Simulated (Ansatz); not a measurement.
BF2 (SMILES F[B]F) moved off its minimum; all values from Ansatz (a program for electronic structure), cores frozen in correlated methods. Open shells are unrestricted.
(charge 0, multiplicity 2)
```xyz
3

F     -1.08042    -0.19734     0.14957
B      0.08591     0.38830    -0.04818
F      1.21385    -0.01702    -0.02529
```

```json
[
 {"level": "HF/def2-TZVPP", "largest force (eV/Å)": "7.51", "on atom": "B2", "rms difference from CCSD(T)/aug-cc-pVTZ (eV/Å)": "0.500", "dipole (D)": "0.65"},
 {"level": "PBE/def2-TZVPP", "largest force (eV/Å)": "7.70", "on atom": "B2", "rms difference from CCSD(T)/aug-cc-pVTZ (eV/Å)": "0.144", "dipole (D)": "0.71"},
 {"level": "r2SCAN/def2-TZVPP", "largest force (eV/Å)": "7.65", "on atom": "B2", "rms difference from CCSD(T)/aug-cc-pVTZ (eV/Å)": "0.077", "dipole (D)": "0.70"},
 {"level": "B3LYP/def2-TZVPP", "largest force (eV/Å)": "7.50", "on atom": "B2", "rms difference from CCSD(T)/aug-cc-pVTZ (eV/Å)": "0.137", "dipole (D)": "0.67"},
 {"level": "wB97M-V/def2-TZVPP", "largest force (eV/Å)": "7.50", "on atom": "B2", "rms difference from CCSD(T)/aug-cc-pVTZ (eV/Å)": "0.145", "dipole (D)": "0.69"},
 {"level": "MP2/aug-cc-pVTZ", "largest force (eV/Å)": "7.82", "on atom": "B2", "rms difference from CCSD(T)/aug-cc-pVTZ (eV/Å)": "0.037", "dipole (D)": "0.69"},
 {"level": "CCSD(T)/aug-cc-pVTZ", "largest force (eV/Å)": "7.78", "on atom": "B2", "rms difference from CCSD(T)/aug-cc-pVTZ (eV/Å)": "0.000", "dipole (D)": "0.68"}
]
```

The differences count from one level among others, with limits of its own. Forces at CCSD(T)/aug-cc-pVTZ (eV/Å):

```
atom      Fx      Fy      Fz
----  ------  ------  ------
F1     0.410  -0.765   0.144
B2    -6.646   4.010  -0.492
F3     6.235  -3.245   0.348
```
